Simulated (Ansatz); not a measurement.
This geometry of Cl3H3OSZr (9 atoms, charge 0, multiplicity 1) is a first-order saddle point.

Method: Ansatz 0.2.0, RKS BLYP/def2-SVP.

```xyz
9
Properties=species:S:1:pos:R:3
Zr 0.374 -0.486 -0.308
Cl 1.182 0.345 2.344
Cl 2.220 0.785 -1.098
O -1.258 0.452 0.001
H -1.981 1.100 -0.034
Cl -0.171 -1.696 -2.280
S 0.671 -2.617 1.216
H -0.669 -2.706 1.469
H 0.982 -1.091 2.223
```

(1) Which two structures does it join? (They come from a converged band through this point; their orientation in space is the band's.)

(2) How far does it lie above each of them?

Answers

(1) Bonds broken: Zr1–Cl2, S7–H9. Bonds formed: Cl2–H9. Cl3H3OSZr becomes Cl2H2OSZr + ClH.

Initial state:

```xyz
9
Properties=species:S:1:pos:R:3
Zr -0.158 -0.131 0.014
Cl -0.646 0.041 2.355
Cl 2.077 0.448 -0.637
O -1.117 1.372 -0.661
H -1.609 2.133 -1.008
Cl -1.253 -1.911 -1.162
S 1.438 -2.589 0.921
H 0.516 -3.203 1.717
H 2.103 -2.073 1.994
```

Final state:

```xyz
9
Properties=species:S:1:pos:R:3
Zr 0.236 -0.720 -0.738
Cl 1.049 0.518 3.094
Cl 2.257 0.432 -1.174
O -1.176 0.366 -0.058
H -1.740 1.071 0.301
Cl -0.549 -1.758 -2.723
S 0.748 -2.500 0.950
H -0.560 -2.638 1.328
H 1.086 -0.685 2.554
```

(2) 22.2 kcal/mol above the first and 2.1 kcal/mol above the second. This is the barrier of this one path; another mechanism may lie lower. The orbitals stay closed-shell, which can raise the energy where a bond breaks towards radicals; this wasn't checked here.

Time of the run: 6.7 min on 4 threads of Arm Neoverse V1 (shared host), peak memory 0.21 GiB.
